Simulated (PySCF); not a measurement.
# How methods differ on the excitation energy of Pd²⁺

Pd²⁺ [Kr] 4d8 (3F) → Pd²⁺ [Kr] 4d7 5p1 (high-spin determinant), as a difference of total energies. All numbers are calculated (PySCF 2.14, scalar relativity through the core potential, in aug-cc-pVTZ-PP with one added diffuse shell each of s, p, d, f, g type with ECP28MDF (7s7p6d4f3g, 113 functions)). Correlated levels: valence: 4s2 4p6 frozen. The calculations carry no spin-orbit coupling.

```json
{"method": "UHF", "excitation energy (eV)": "12.269"}
{"method": "LDA", "excitation energy (eV)": "12.830"}
{"method": "PBE", "excitation energy (eV)": "12.755"}
{"method": "PBE0", "excitation energy (eV)": "12.878"}
{"method": "r2SCAN", "excitation energy (eV)": "12.802"}
{"method": "B3LYP", "excitation energy (eV)": "12.869"}
{"method": "TPSSh", "excitation energy (eV)": "12.710"}
{"method": "revPBE", "excitation energy (eV)": "12.770"}
{"method": "MP2 (valence)", "excitation energy (eV)": "13.252"}
{"method": "SCS-MP2 (valence)", "excitation energy (eV)": "13.510"}
```

How much does correlation contribute at MP2 (valence)?

13.252 − (12.269) = 0.983 eV, measured against UHF.

The determinant of the upper state mixes LS terms, which raises its energy above the lowest term, most at the Hartree-Fock and MP2 levels.
